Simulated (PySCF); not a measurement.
Atom-mapped SMILES (the numbers label the heavy atoms): `[O:1]=[CH:2][SiH2:3][N:4]([SiH3:5])[SiH3:6]`. Hydrogens are named by the atom that carries them.

Fast rotation and ring inversion assumed for equivalent nuclei, isolated molecule, one conformer, non-relativistic. GFN2-xTB structure; σ from GIAO-PBE0/pcSseg-1; PySCF.

References, each an isolated molecule treated in the same way: TMS for 13C (σref 186.93), 1H (σref 31.72), 29Si (σref 349.16); 17O (σref 336.08) against H2O; 15N (σref 267.73) vs NH3.

```tsv
atoms	nucleus	count	Hirshfeld charge	δ (ppm)
Si3	29Si	1	0.36	-51.5
N4	15N	1	-0.35	-29.3
C2	13C	1	0.06	251.5
H(C2)	1H	1	0.04	12.08
H(Si5)/H(Si6)	1H	6	-0.08	?
Si5/Si6	29Si	2	0.34	-49.6
O1	17O	1	-0.15	894.0
H(Si3)	1H	2	-0.08	?
```

Problem. Fill in the missing shifts.

Solution. 
- H(Si3): 5.04 ppm, hydrogen on a silicon bonded to C, N
- H(Si5)/H(Si6): 4.82 ppm, hydrogen on a silicon bonded to N

Shifts are as computed. Against solution values, carbons near 30 ppm lie about +3 ppm off and those near 130 ppm about +5 ppm. Of 1211 compounds with measured shifts, 218 miss one by over three times the rms of a fit or turn the order of signals round; such compounds aren't used in these exercises. Unscaled 17O shifts of doubly bonded oxygen tend to come out too high, by tens of ppm or more. Experimental scales use liquid or dissolved standards, which lie at an offset from isolated NH3 (liquid NH3: subtract about 20 ppm) and H2O (liquid H2O: subtract about 36 ppm).
